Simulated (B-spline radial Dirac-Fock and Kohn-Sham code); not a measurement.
# Ce²⁺: non-radiative channels of the 3p1/2 vacancy

System: cerium as Ce²⁺ in the configuration [Xe] 4f2.

Input of the calculation (task.json; shells as n, l, electrons):

```json
{"items": [{
  "Z": 58,
  "q": 2,
  "cfg": [[1, 0, 2], [2, 0, 2], [2, 1, 6], [3, 0, 2], [3, 1, 6], [3, 2, 10], [4, 0, 2], [4, 1, 6], [4, 2, 10], [4, 3, 2], [5, 0, 2], [5, 1, 6]],
  "A": 140,
  "rrms": 4.8771,
  "do": ["binding", "quiet", "decay"],
  "holes": ["K", "L1", "L2", "L3", "M1", "M2", "M3", "M4", "M5", "N1", "N2", "N3", "N4", "N5"]
}]}
```

Command: `python xray_run.py task.json out`

Model: a relativistic independent-particle model: LDA orbitals of the hole state, radiative multipoles to third order, Auger rates from the Coulomb interaction with a continuum orbital, Dirac-Fock energies. Program: a radial finite-basis atomic code. Kinetic energies are configuration averages from the vacuum level; the two-hole energies are estimated from single-hole states.

| transition | kinetic energy (eV) | width (meV) | share (%) |
| --- | --- | --- | --- |
| M2-M4N1 | 31.38 | 718 | 11.9 |
| M2-M5N1 | 49.81 | 125 | 2.1 |
| M2-M4N2 | 95.00 | 706 | 11.7 |
| M2-M5N2 | 113.0 | 826 | 13.7 |
| M2-M4N3 | 114.2 | 1010 | 16.7 |
| M2-M4N4 | 220.9 | 289 | 4.8 |
| M2-M4N5 | 223.5 | 328 | 5.4 |
| M2-M4O1 | 299.8 | 122 | 2.0 |
| M2-M4O2 | 319.9 | 89.0 | 1.5 |
| M2-M4O3 | 322.9 | 134 | 2.2 |
| M2-M4N6 | 335.7 | 198 | 3.3 |
| M2-M4N7 | 335.7 | 303 | 5.0 |
| M2-M5O2 | 338.3 | 86.7 | 1.4 |
| M2-N2N3 | 783.6 | 113 | 1.9 |
| M2-N2N4 | 891.2 | 104 | 1.7 |
| M2-N2N5 | 891.6 | 173 | 2.9 |

Coster-Kronig rates are the weakest part of this model and often come out 1.5 to 2.5 times too large. The listed channels hold 88 % of the non-radiative rate. Summed by principal shells, of 6.03 eV in all: MMN 78.8 %, MMO 10.4 %, MNN 9.3 %, MNO 1.5 %.
